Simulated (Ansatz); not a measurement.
Species: SiH$_{2}$BrCl, charge 0, singlet. SiH2BrCl (bromo(chloro)silane, SMILES Cl[SiH2]Br).
B3LYP-D3(BJ)/def2-TZVP minimum from Ansatz (a program for electronic structure):
```xyz
5

Si    -0.6474    -0.8300     0.0874
Cl    -2.1387     0.5804     0.0883
Br     1.3415     0.1434    -0.0860
H     -0.6947    -1.5605     1.3625
H     -0.8353    -1.7077    -1.0772
```

Property: atomisation energy (electronic, to ground-state atoms), in kcal/mol. UHF or UKS for unpaired electrons; spin-orbit terms are left out. Correlated methods leave the cores frozen (noble-gas shells, and filled d and f shells in the p block). No relativity. CBS(X,Y): correlation extrapolated as X^-3, Hartree-Fock from the larger set. A bracket is a step between two methods taken in the basis named. For partners of very few electrons the exact lower level stands in for a higher one. Spin-orbit terms, left out, reach several kcal/mol for Br and I, and more for heavier atoms.

CCSD(T)/CBS(def2-TZVPP,def2-QZVPP) + [CCSDT(Q) - CCSD(T)]/def2-SVP (Ansatz) gives 343.0 kcal/mol.

**Question.** How far off this value is PBE/def2-TZVPD (Ansatz), in which direction, and how far these levels: B3LYP/def2-TZVPD, PBE0/def2-TZVPD, wB97M-V/def2-TZVPD, CCSD(T)/CBS(def2-TZVPP,def2-QZVPP)?

**Answer.** PBE gives 336.6 kcal/mol, 6.4 kcal/mol below it. Differences of the others: B3LYP/def2-TZVPD (Ansatz) -12.1; PBE0/def2-TZVPD (Ansatz) -7.2; wB97M-V/def2-TZVPD (Ansatz) -2.1; CCSD(T)/CBS(def2-TZVPP,def2-QZVPP) (Ansatz) -0.2 kcal/mol.
